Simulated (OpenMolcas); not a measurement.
# Mo5+ in a point-charge field

Mo5+ among 6 point charges of -0.85 e arranged as a trigonal prism (D3h), 2.17 Å from the ion, with a polar angle of 55.5° against the regular 49.1°.

```json
{
 "Program": "OpenMolcas",
 "Method": "CASSCF",
 "Basis": "ANO-RCC-VTZP [7s6p4d2f1g]",
 "Scalar Hamiltonian": "DKH2, point nucleus",
 "Active space": "1 electron in 5 orbitals (4d)",
 "State averaging": "2S+1 = 2 even, 5 roots",
 "Spin-orbit coupling": "RASSI with atomic mean-field integrals over the reference wave functions"
}
```

The lowest spin-free states (labels of D3, the rotations of D3h), above the lowest:

```json
{"State": "2A1", "Degeneracy": "1", "E (cm-1)": "0.0", "Free-ion L (%)": "D (100)"}
{"State": "2E", "Degeneracy": "2", "E (cm-1)": "1253", "Free-ion L (%)": "D (100)"}
{"State": "2E", "Degeneracy": "2", "E (cm-1)": "1864", "Free-ion L (%)": "D (100)"}
```

The lowest levels with spin-orbit coupling:

| E (cm-1) | Degeneracy | Label | 2S+1 | g |
| --- | --- | --- | --- | --- |
| 0.0 | 2 | E1/2 | 2 | 0.64 0.64 1.49 |
| 576.5 | 2 | E3/2 | 2 | 0.00 0.00 2.27 |
| 2781 | 2 | E1/2 | 2 | 0.51 2.64 2.64 |
| 2949 | 2 | E1/2 | 2 | 0.00 0.00 6.00 |
| 3464 | 2 | E3/2 | 2 | 0.00 0.00 3.73 |

Powder χT (cm3 K/mol): 0.0961 at 2 K, 0.0996 at 10 K, 0.117 at 50 K, 0.138 at 100 K, 0.18 at 200 K, 0.217 at 300 K. The effective moment at 300 K is 2.828 √(χT) = 1.32 μB.

The lowest level has 2S+1 = 2, for which the spin-only value is χT = S(S+1) / 2 = 0.375 cm3 K/mol (g = 2). The computed 0.217 at 300 K differs by -0.158, through orbital momentum, spin-orbit coupling and any other state in reach.

The ground term spreads over less than 5000 cm-1, several times less than with real ligands, so orbital moments are less quenched and χT lies further from the spin-only value than at real sites. This is an electrostatic model: the charges have no orbitals. No measured value stands beside these numbers.
